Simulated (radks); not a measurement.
Question: All-electron atom: I3+ in [Kr] 4d10 5s2 5p2. All-electron calculation, Dirac Kohn-Sham, PBE, spin-unpolarised, spherical densities, point nucleus; open shells are shared between the two j in proportion to 2j + 1; speed of light set to 685.18 atomic units (5 times the physical value, a model run). Program: a radial shooting solver on a logarithmic mesh with Libxc functionals.

Spin-orbit splittings of the eigenvalues, e(l+1/2) - e(l-1/2), with zeta = 2 splitting/(2l+1) and mean radii in bohr:

| shell | occ. | splitting (eV) | zeta (eV) | <r> j=l-1/2 | <r> j=l+1/2 |
|---|---|---|---|---|---|
| 2p | 6 | 10.92 | 7.281 | 0.1049 | 0.1051 |
| 3p | 6 | 2.040 | 1.360 | 0.3177 | 0.3181 |
| 3d | 10 | ? | ? | 0.2888 | 0.2889 |
| 4p | 6 | 0.3968 | 0.2645 | 0.8026 | 0.8036 |
| 4d | 10 | 0.06972 | 0.02789 | 0.9094 | 0.9099 |
| 5p | 2 | 0.05289 | 0.03526 | 2.132 | 2.135 |

Estimate the 3d splitting.

Answer: 0.4731 eV (zeta = 0.1893 eV).
